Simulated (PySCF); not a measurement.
# `[SiH3]O[SiH](O[SiH3])O[SiH2]S`: 4 charge schemes on one density

H10O3SSi4.
Geometry (GFN2-xTB, Å), atoms numbered from 1 in this order:
```xyz
18
H10O3SSi4 angstrom
Si    -1.6231    1.9490   -0.0185
O     -0.5755    0.9794    0.7616
Si    -0.0745   -0.5277    1.0470
O     -0.7915   -1.5636    0.0481
Si    -1.3272   -1.8356   -1.4613
O      1.5214   -0.5624    0.8001
Si     2.7114   -0.3247   -0.2691
S      2.5145    1.6389   -1.1042
H     -2.9724    1.6103    0.4312
H     -1.4803    1.7477   -1.4608
H     -1.1842    3.2741    0.4124
H     -0.3187   -0.9165    2.4109
H     -2.7151   -1.3723   -1.4980
H     -1.1909   -3.2832   -1.5965
H     -0.5108   -1.1137   -2.4394
H      2.6178   -1.2829   -1.3608
H      3.9036   -0.4059    0.5595
H      1.4868    1.9955   -0.3499
```

Density: PBE0/pcSseg-1 (PySCF); schemes: Mulliken, IAO, Hirshfeld and ESP-fitted. Geometry: GFN2-xTB, one conformer, isolated molecule.

For which atoms does the sign change between the 4 schemes (beyond +0.03 e in one, beyond −0.03 e in another)?

For none.

Do the Mulliken, IAO, Hirshfeld and ESP-fitted schemes agree on where the charge is lowest?

The schemes don't all agree: Mulliken O2 (-0.751); IAO O2 (-0.893); Hirshfeld O4 (-0.304); ESP-fitted O6 (-0.594).

Tabulate the Mulliken, IAO, Hirshfeld and ESP-fitted charges.

In e:

```csv
atom,environment,Mulliken,IAO,Hirshfeld,ESP-fitted
Si1,oxygen-bound silicon,+0.675,+0.869,+0.393,+0.598
O2,siloxane oxygen,-0.751,-0.893,-0.302,-0.554
Si3,oxygen-bound silicon,+1.267,+1.483,+0.518,+1.000
O4,siloxane oxygen,-0.735,-0.888,-0.304,-0.549
Si5,oxygen-bound silicon,+0.686,+0.875,+0.394,+0.659
O6,siloxane oxygen,-0.717,-0.881,-0.302,-0.594
Si7,oxygen-bound silicon,+0.788,+0.961,+0.392,+0.772
S8,sulfur bonded to Si and H,-0.433,-0.354,-0.159,-0.445
H9,Si–H hydrogen,-0.099,-0.139,-0.075,-0.108
H10,Si–H hydrogen,-0.098,-0.142,-0.076,-0.121
H11,Si–H hydrogen,-0.100,-0.129,-0.075,-0.099
H12,Si–H hydrogen,-0.151,-0.169,-0.074,-0.138
H13,Si–H hydrogen,-0.111,-0.144,-0.078,-0.128
H14,Si–H hydrogen,-0.106,-0.131,-0.075,-0.118
H15,Si–H hydrogen,-0.103,-0.144,-0.076,-0.149
H16,Si–H hydrogen,-0.094,-0.148,-0.076,-0.109
H17,Si–H hydrogen,-0.097,-0.139,-0.077,-0.138
H18,S–H hydrogen,+0.177,+0.113,+0.053,+0.222
```

Mean size of the charges over all atoms: IAO 0.478 e, Mulliken 0.399 e, ESP-fitted 0.361 e, Hirshfeld 0.195 e. Each set sums to the total charge, 0, to within 0.001 e. The Mulliken scheme counts on each atom the diagonal of the density matrix times the overlap matrix over that atom's basis functions.

How many electrons does the Mulliken scheme count on O2?

Z − q = 8 − (-0.751) = 8.751.

How closely do the schemes follow one another over all atoms?

Correlation coefficient and root-mean-square difference: Mulliken with IAO 1.00, 0.116 e; Mulliken with ESP-fitted 0.99, 0.098 e; IAO with Hirshfeld 0.99, 0.396 e; Hirshfeld with ESP-fitted 0.99, 0.215 e; IAO with ESP-fitted 0.99, 0.201 e; Mulliken with Hirshfeld 0.99, 0.293 e.

Sum the charges by element, for elements with more than one atom.

```
element  atoms  Mulliken     IAO  Hirshfeld  ESP-fitted
     Si      4    +3.417  +4.188     +1.698      +3.029
      O      3    -2.203  -2.662     -0.909      -1.697
      H     10    -0.780  -1.171     -0.631      -0.888
```

The run behind these numbers computed NMR shieldings as well. On Arm Neoverse N1, one thread, shared host, this took 78 s of wall time and 1.1 GiB of memory at its peak.
